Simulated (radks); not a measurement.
Q: Valence configurations of Sc I (all share [Ar]). Calculated with a radial shooting solver on a logarithmic mesh with Libxc functionals: non-relativistic Kohn-Sham, PBE, spin-polarised, spherical densities, point nucleus; open shells are filled with parallel spins first. Order these by energy: 3d1 4s2; 3d0.5 4s0.5 4p2; 3d0.5 4s2 4p0.5; 3d1.5 4s1.5; 4s1 4p2; 3d2 4s1; 3d1.5 4s0.5 4p1; 3d0.5 4s1.5 4p1; 4s2 4p1; 3d1 4s1 4p1.

A: From the lowest, in eV above it: 3d1 4s2 0.000; 3d1.5 4s1.5 0.281; 3d2 4s1 0.645; 3d0.5 4s2 4p0.5 1.415; 3d1 4s1 4p1 1.926; 3d1.5 4s0.5 4p1 2.382; 3d0.5 4s1.5 4p1 2.569; 4s2 4p1 3.642; 3d0.5 4s0.5 4p2 5.079; 4s1 4p2 5.842. NIST lists [Ar] 3d1 4s2 as the ground configuration; this level of theory agrees among the configurations tried. The energies are those of spherical high-spin densities, not of single terms.
